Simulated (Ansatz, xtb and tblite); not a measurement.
Internal rotation in ethyl methyl carbonate, SMILES CCOC(=O)OC (C₄H₈O₃), singlet. Scanned: dihedral C4–O3–C2–C1; all other coordinates were relaxed at B3LYP-D3(BJ)/def2-SVP. Points at φ and −φ are mirror images. Heavy atoms are numbered in the order of the SMILES CCOC(=O)OC, hydrogens after them in the order of the atoms that carry them; the mirror image has the same energies with the sign of each dihedral reversed.

- GFN2-xTB, on its own relaxed geometries (the stored frames are those of B3LYP-D3(BJ)/def2-SVP) (xtb and tblite)
- MP2/cc-pVDZ = MP2 on RHF/cc-pVDZ, frozen core // B3LYP-D3(BJ)/def2-SVP (Ansatz, an electronic-structure program)
- CCSD(T)/cc-pVDZ = CCSD(T) on RHF/cc-pVDZ, frozen core // B3LYP-D3(BJ)/def2-SVP (Ansatz)

Energies relative to the lowest point of each profile, in kcal/mol:

| φ / ° | GFN2-xTB | MP2/cc-pVDZ |
|---|---|---|
| -160 | 0.7 | 0.6 |
| -140 | 0.6 | 1.1 |
| -120 | 0.5 | 1.2 |
| -60 | 0.7 | 1.3 |
| -40 | 2.3 | 4.0 |
| -20 | 3.9 | 6.5 |
| 0 | 4.6 | 7.4 |
| 40 | 2.3 | 4.0 |
| 80 | 0.0 | 0.0 |
| 100 | 0.2 | 0.6 |
| 120 | 0.5 | 1.2 |
| 140 | 0.6 | 1.1 |

Q: Predict the corresponding CCSD(T)/cc-pVDZ column.

A: -160: 0.5; -140: 1.1; -120: 1.2; -60: 1.2; -40: 3.9; -20: 6.3; 0: 7.2; 40: 3.9; 80: 0.0; 100: 0.6; 120: 1.2; 140: 1.1 (kcal/mol).
